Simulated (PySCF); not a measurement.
Mg(OH)(NMe2) (C₂H₇MgNO), SMILES [OH][Mg][N](C)C. Atoms are numbered in the order given.

```xyz
12

Mg     0.0000     0.0000    -1.0168
O      0.0000     0.0000    -2.7798
H      0.0000     0.0000    -3.7299
N      0.0000     0.0000     0.8863
C      0.0000     1.1866     1.6961
C      0.0000    -1.1866     1.6961
H     -0.8887     1.2517     2.3627
H      0.8887     1.2517     2.3627
H      0.0000     2.1040     1.0810
H      0.8887    -1.2517     2.3627
H     -0.8887    -1.2517     2.3627
H      0.0000    -2.1040     1.0810
```

Coordinates come from a PBE0-D3(BJ)/def2-SVP optimisation. The structure was generated by enumeration; whether it is a known compound was not checked. One conformer was computed; it need not be the lowest.

Two levels are set side by side: PBE/pcSseg-1 (PySCF) and B3LYP/pcSseg-1 (PySCF). GIAO shifts against H2O (¹⁷O), NH3 (¹⁵N), TMS (¹H), TMS (¹³C) at the same level; non-relativistic, no solvent, atoms listed together averaged. Differences are taken from unrounded values.

| quantity | B3LYP | PBE | PBE minus B3LYP |
|---|---|---|---|
| δ(¹⁷O) of O2 (ppm) | -61.6 | -60.5 | 1.0 |
| δ(¹H) of H3 (ppm) | -0.19 | -0.50 | -0.31 |
| δ(¹⁵N) of N4 (ppm) | 8.3 | 12.4 | 4.1 |
| δ(¹³C) of C5, C6 (ppm) | 50.4 | 51.1 | 0.7 |

Rough cost on one machine, each run with all the roots and properties that it gave: B3LYP against PBE within a factor of 2.
